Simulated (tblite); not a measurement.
Record of a relaxation.

C₃H₇FGaN.
SMILES with atom numbers: `[CH2:1]=[CH:2][N:3]([CH3:4])[GaH:5][F:6]` (hydrogens: H7, H8 on C1; H9 on C2; H10, H11, H12 on C4; H13 on Ga5)

Computed with GFN2-xTB (tblite), gas phase: L-BFGS steps from a force-field or distance-geometry start until the largest atomic force falls under 0.01 eV/Å. 14 of its 119 geometries are shown.

Step 0: E = -512.5828 eV, largest atomic force 1.807 eV/Å
```
atom  x, y, z in Å  |  force x, y, z in eV/Å
C1      1.966    0.718    0.010   -0.138   0.132  -0.344
C2      0.997    0.056   -0.604   -0.448  -0.409   0.427
N3     -0.300   -0.125   -0.020    0.632   0.828  -1.218
C4     -0.609   -1.484    0.403    0.574   0.426   0.630
Ga5    -1.333    1.506    0.025    0.793  -1.520   0.571
F6     -2.343    1.106   -1.256   -0.763   0.174  -1.210
H7      1.750    1.160    0.970    0.377   0.149   0.106
H8      2.918    0.802   -0.493   -0.010   0.318   0.388
H9      1.234   -0.390   -1.571   -0.397  -0.348   0.213
H10    -0.206   -1.560    1.451   -0.610  -0.544  -0.624
H11    -1.699   -1.669    0.348    0.633   0.036   0.124
H12    -0.036   -2.172   -0.243   -0.436   0.130   0.256
H13    -2.343    2.055    0.962   -0.209   0.629   0.681
```

Step 9: E = -513.2042 eV, largest atomic force 0.302 eV/Å
```
atom  x, y, z in Å  |  force x, y, z in eV/Å
C1      1.978    0.754   -0.010   -0.006   0.060   0.083
C2      1.042    0.023   -0.601    0.056  -0.036   0.051
N3     -0.284   -0.137   -0.150   -0.044  -0.159   0.102
C4     -0.572   -1.470    0.399   -0.055   0.185  -0.232
Ga5    -1.554    1.225    0.091    0.187  -0.018   0.140
F6     -2.413    1.244   -1.413   -0.188   0.127  -0.161
H7      1.806    1.230    0.951   -0.150   0.068  -0.211
H8      2.964    0.899   -0.427   -0.178  -0.114  -0.030
H9      1.235   -0.532   -1.521    0.179   0.065   0.200
H10    -0.232   -1.595    1.437    0.044   0.031  -0.123
H11    -1.662   -1.610    0.365    0.165  -0.141   0.013
H12    -0.069   -2.214   -0.231   -0.164   0.010   0.148
H13    -2.243    2.184    1.092    0.155  -0.078   0.018
```

Step 18: E = -513.3409 eV, largest atomic force 0.468 eV/Å
```
atom  x, y, z in Å  |  force x, y, z in eV/Å
C1      1.905    0.834    0.007   -0.003  -0.002  -0.070
C2      1.056   -0.022   -0.545   -0.053  -0.005  -0.162
N3     -0.308   -0.193   -0.251   -0.029  -0.366   0.188
C4     -0.582   -1.507    0.364   -0.076   0.038  -0.292
Ga5    -1.549    1.196    0.015    0.265   0.093   0.341
F6     -2.518    1.455   -1.391   -0.096   0.040  -0.140
H7      1.654    1.480    0.853    0.028  -0.179  -0.432
H8      2.905    0.860   -0.408   -0.107   0.253   0.333
H9      1.414   -0.665   -1.355   -0.091  -0.023   0.288
H10    -0.187   -1.580    1.388   -0.040  -0.011  -0.167
H11    -1.666   -1.688    0.382    0.104   0.136   0.049
H12    -0.130   -2.292   -0.253    0.066   0.077   0.122
H13    -1.999    2.121    1.177    0.031  -0.050  -0.057
```

Step 27: E = -513.4737 eV, largest atomic force 0.963 eV/Å
```
atom  x, y, z in Å  |  force x, y, z in eV/Å
C1      1.771    0.933   -0.108    0.318   0.368   0.200
C2      1.077   -0.117   -0.486   -0.318  -0.018  -0.027
N3     -0.295   -0.265   -0.374   -0.302  -0.584   0.302
C4     -0.595   -1.567    0.266   -0.120  -0.086  -0.109
Ga5    -1.395    1.248   -0.002    0.631  -0.370   0.621
F6     -2.492    1.695   -1.197   -0.475   0.182  -0.652
H7      1.240    1.708    0.406   -0.191   0.617   0.231
H8      2.836    1.048   -0.186   -0.004  -0.102  -0.242
H9      1.528   -0.975   -0.917    0.602  -0.680  -0.321
H10    -0.158   -1.636    1.267   -0.101   0.126   0.085
H11    -1.676   -1.713    0.340    0.026   0.113  -0.041
H12    -0.176   -2.413   -0.296   -0.049   0.302  -0.197
H13    -1.669    2.055    1.270   -0.018   0.133   0.149
```

Step 36: E = -513.6216 eV, largest atomic force 0.317 eV/Å
```
atom  x, y, z in Å  |  force x, y, z in eV/Å
C1      1.704    0.988   -0.148    0.124   0.265  -0.079
C2      1.112   -0.169   -0.402   -0.019   0.062  -0.027
N3     -0.258   -0.327   -0.327   -0.038  -0.220   0.169
C4     -0.634   -1.622    0.237   -0.095  -0.047  -0.047
Ga5    -1.322    1.204    0.115    0.190  -0.049  -0.076
F6     -2.374    1.709   -1.160   -0.087  -0.010  -0.138
H7      1.097    1.828    0.184    0.036   0.106   0.070
H8      2.749    1.162   -0.272    0.267   0.018  -0.102
H9      1.693   -1.043   -0.707   -0.240   0.147   0.146
H10    -0.258   -1.729    1.264   -0.017  -0.159  -0.139
H11    -1.724   -1.690    0.264   -0.031  -0.105  -0.078
H12    -0.224   -2.416   -0.397   -0.091  -0.029   0.168
H13    -1.567    2.105    1.331    0.003   0.020   0.133
```

Step 45: E = -513.7140 eV, largest atomic force 0.216 eV/Å
```
atom  x, y, z in Å  |  force x, y, z in eV/Å
C1      1.696    1.072   -0.227    0.004  -0.051   0.007
C2      1.123   -0.130   -0.303    0.028  -0.001   0.055
N3     -0.228   -0.339   -0.152    0.002  -0.067   0.022
C4     -0.674   -1.679    0.224   -0.047   0.003   0.027
Ga5    -1.250    1.227    0.178   -0.020  -0.033  -0.049
F6     -2.257    1.621   -1.183   -0.027   0.021   0.002
H7      1.112    1.941    0.089   -0.013  -0.023  -0.047
H8      2.732    1.246   -0.449    0.015  -0.044  -0.026
H9      1.713   -1.013   -0.541   -0.065   0.071   0.041
H10    -0.391   -1.925    1.256    0.005  -0.055  -0.094
H11    -1.764   -1.704    0.149   -0.030   0.006   0.030
H12    -0.281   -2.451   -0.446    0.123   0.176   0.022
H13    -1.537    2.135    1.387    0.025  -0.004   0.009
```

Step 54: E = -513.7343 eV, largest atomic force 0.129 eV/Å
```
atom  x, y, z in Å  |  force x, y, z in eV/Å
C1      1.681    1.081   -0.259    0.002  -0.073  -0.023
C2      1.120   -0.127   -0.235    0.015  -0.028   0.031
N3     -0.229   -0.328   -0.057    0.055  -0.080  -0.047
C4     -0.677   -1.688    0.211   -0.012  -0.065   0.029
Ga5    -1.254    1.233    0.189   -0.019   0.007  -0.046
F6     -2.256    1.651   -1.173   -0.002  -0.006   0.048
H7      1.058    1.959   -0.056    0.064   0.042  -0.039
H8      2.717    1.246   -0.485   -0.028  -0.002   0.026
H9      1.712   -1.027   -0.393   -0.057   0.110   0.035
H10    -0.418   -2.018    1.226    0.018   0.023  -0.035
H11    -1.765   -1.724    0.107    0.015  -0.016  -0.023
H12    -0.233   -2.388   -0.502   -0.027   0.035   0.004
H13    -1.462    2.131    1.409   -0.026   0.052   0.040
```

Step 64: E = -513.7449 eV, largest atomic force 0.083 eV/Å
```
atom  x, y, z in Å  |  force x, y, z in eV/Å
C1      1.658    1.084   -0.297   -0.004   0.002   0.013
C2      1.105   -0.121   -0.166    0.021   0.010  -0.021
N3     -0.248   -0.336   -0.040    0.078   0.012  -0.026
C4     -0.674   -1.713    0.178    0.003   0.010   0.016
Ga5    -1.252    1.240    0.210   -0.029  -0.003  -0.033
F6     -2.289    1.709   -1.108   -0.007  -0.030   0.030
H7      1.024    1.977   -0.273    0.021   0.004   0.002
H8      2.711    1.234   -0.446   -0.031  -0.012   0.004
H9      1.722   -1.014   -0.192   -0.009   0.011   0.024
H10    -0.402   -2.069    1.179   -0.016  -0.010  -0.014
H11    -1.758   -1.769    0.066   -0.026   0.001   0.009
H12    -0.215   -2.375   -0.562   -0.016   0.007  -0.004
H13    -1.387    2.154    1.433    0.014  -0.002  -0.001
```

Step 73: E = -513.7491 eV, largest atomic force 0.112 eV/Å
```
atom  x, y, z in Å  |  force x, y, z in eV/Å
C1      1.669    1.087   -0.297   -0.050  -0.015   0.026
C2      1.110   -0.116   -0.156    0.047   0.072   0.072
N3     -0.246   -0.333   -0.076    0.048  -0.025  -0.004
C4     -0.679   -1.706    0.159    0.032  -0.003  -0.001
Ga5    -1.264    1.224    0.192   -0.020   0.045  -0.024
F6     -2.378    1.687   -1.062   -0.015  -0.042   0.008
H7      1.045    1.988   -0.320   -0.003  -0.053  -0.021
H8      2.727    1.227   -0.402   -0.010  -0.017   0.000
H9      1.731   -1.004   -0.109   -0.002  -0.021  -0.041
H10    -0.384   -2.064    1.155   -0.053   0.024  -0.060
H11    -1.767   -1.754    0.070    0.030   0.002   0.027
H12    -0.242   -2.373   -0.589   -0.010  -0.013  -0.011
H13    -1.326    2.138    1.416    0.005   0.045   0.029
```

Step 82: E = -513.7637 eV, largest atomic force 0.096 eV/Å
```
atom  x, y, z in Å  |  force x, y, z in eV/Å
C1      1.700    1.082   -0.309   -0.037   0.019  -0.018
C2      1.149   -0.102   -0.046   -0.032   0.037   0.029
N3     -0.211   -0.312   -0.049   -0.008   0.020  -0.019
C4     -0.695   -1.680    0.081    0.021   0.023   0.041
Ga5    -1.250    1.232    0.187   -0.046  -0.010   0.009
F6     -2.601    1.462   -0.893    0.038  -0.017   0.056
H7      1.056    1.928   -0.572    0.015  -0.011   0.038
H8      2.759    1.254   -0.315   -0.003  -0.033   0.014
H9      1.761   -0.967    0.183    0.029  -0.034  -0.027
H10    -0.408   -2.117    1.044    0.018  -0.033  -0.009
H11    -1.786   -1.661    0.021   -0.002  -0.044  -0.047
H12    -0.308   -2.314   -0.723   -0.014   0.031   0.010
H13    -1.170    2.196    1.375    0.022   0.051  -0.078
```

Step 91: E = -513.7985 eV, largest atomic force 0.196 eV/Å
```
atom  x, y, z in Å  |  force x, y, z in eV/Å
C1      1.750    1.065   -0.289   -0.049   0.059   0.146
C2      1.149   -0.078    0.033   -0.040   0.015   0.023
N3     -0.213   -0.278   -0.013    0.040   0.163  -0.047
C4     -0.709   -1.644    0.003    0.036   0.009   0.077
Ga5    -1.299    1.217    0.214   -0.017  -0.066  -0.082
F6     -2.851    1.053   -0.558   -0.030   0.036   0.050
H7      1.176    1.927   -0.622   -0.016  -0.047  -0.015
H8      2.811    1.182   -0.186    0.041   0.038  -0.080
H9      1.736   -0.929    0.348    0.082  -0.177   0.017
H10    -0.414   -2.173    0.918    0.013  -0.005  -0.053
H11    -1.800   -1.607   -0.043   -0.043  -0.049  -0.041
H12    -0.338   -2.193   -0.865   -0.013  -0.072  -0.004
H13    -1.001    2.457    1.042   -0.006   0.096   0.010
```

Step 100: E = -513.8148 eV, largest atomic force 0.052 eV/Å
```
atom  x, y, z in Å  |  force x, y, z in eV/Å
C1      1.768    1.067   -0.222    0.013   0.011  -0.024
C2      1.153   -0.086    0.028   -0.008   0.007  -0.007
N3     -0.212   -0.264   -0.068    0.041   0.018   0.018
C4     -0.709   -1.632   -0.015   -0.015   0.014   0.006
Ga5    -1.308    1.226    0.180    0.012  -0.031   0.008
F6     -2.929    0.958   -0.402   -0.016   0.042   0.022
H7      1.201    1.936   -0.543    0.003  -0.003   0.010
H8      2.834    1.171   -0.142   -0.021   0.004   0.000
H9      1.717   -0.968    0.308    0.036  -0.034   0.017
H10    -0.385   -2.142    0.901   -0.028  -0.013  -0.013
H11    -1.802   -1.610   -0.042    0.021   0.001  -0.004
H12    -0.355   -2.203   -0.877    0.003  -0.013  -0.003
H13    -0.978    2.547    0.876   -0.041  -0.003  -0.030
```

Step 109: E = -513.8191 eV, largest atomic force 0.033 eV/Å
```
atom  x, y, z in Å  |  force x, y, z in eV/Å
C1      1.780    1.061   -0.214    0.012   0.008  -0.007
C2      1.164   -0.090    0.041   -0.010  -0.004  -0.004
N3     -0.203   -0.263   -0.038    0.017   0.012   0.000
C4     -0.706   -1.630   -0.023   -0.017   0.000   0.000
Ga5    -1.317    1.218    0.186   -0.006  -0.020  -0.026
F6     -2.966    0.942   -0.309    0.020  -0.001   0.017
H7      1.211    1.932   -0.523    0.001   0.011  -0.005
H8      2.846    1.164   -0.143   -0.008  -0.003   0.005
H9      1.730   -0.975    0.313    0.008  -0.017   0.007
H10    -0.401   -2.166    0.884   -0.012   0.008   0.002
H11    -1.799   -1.600   -0.066    0.015  -0.008  -0.001
H12    -0.342   -2.185   -0.893   -0.007   0.007   0.000
H13    -1.003    2.593    0.768   -0.012   0.005   0.011
```

Step 118: E = -513.8197 eV, largest atomic force 0.009 eV/Å
```
atom  x, y, z in Å  |  force x, y, z in eV/Å
C1      1.788    1.060   -0.211    0.003  -0.001  -0.004
C2      1.169   -0.090    0.041   -0.003   0.000   0.002
N3     -0.199   -0.260   -0.040    0.003   0.003  -0.005
C4     -0.709   -1.624   -0.028   -0.002  -0.001   0.000
Ga5    -1.316    1.216    0.175    0.000   0.004   0.004
F6     -2.975    0.910   -0.263   -0.002  -0.002  -0.001
H7      1.223    1.932   -0.524   -0.002   0.005   0.001
H8      2.854    1.162   -0.131   -0.001  -0.004  -0.003
H9      1.732   -0.976    0.317    0.001  -0.008   0.003
H10    -0.409   -2.161    0.879    0.001   0.000   0.003
H11    -1.801   -1.590   -0.072    0.002   0.004  -0.002
H12    -0.348   -2.180   -0.898    0.004  -0.001   0.000
H13    -1.015    2.602    0.739   -0.004   0.001   0.001
```

**Question.** Summarise the path.

**Answer.** The energy falls by 28.52 kcal/mol from step 0 to step 118; nine tenths of that is first reached at step 41. It rises by more than 0.2 meV at steps 27 and 92. The largest force goes from 1.807 to 0.009 eV/Å. Among the bonds N3–Ga5 changes most, from 1.931 to 1.864 Å; the atoms move by 1.019 Å rms after alignment.

The cost below is that of the whole relaxation. On one thread of an Arm Neoverse N1, no GPU, shared host with 64 logical CPUs at a one-minute load of 60, this took 0.99 s.
